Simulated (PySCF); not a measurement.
GeH3, SMILES [GeH3-], charge -1. The structure is a stationary point at r2SCAN-D4/def2-TZVPD.

Level of theory: r2SCAN-D4/def2-TZVPD (PySCF 2.14.0).

Harmonic wavenumbers (cm⁻¹): 835, 894, 894, 1771, 1772, 1772. Rotational constants (GHz): 100.2, 100.2, 93.03; symmetry number 3.

Task: Work out the zero-point energy and the ideal-gas rigid-rotor harmonic-oscillator thermochemistry at 298.15 K and 1 atm.

Result: ZPE = ½ Σ hcν = ½ × 7938 cm⁻¹ = 11.35 kcal/mol. H − E(el) = 13.83 kcal/mol. Entropy in cal/(mol K): translation 38.89, rotation 14.31, vibration 0.48, total 53.67. G − E(el) = -2.17 kcal/mol. Cp = 9.65 cal/(mol K).
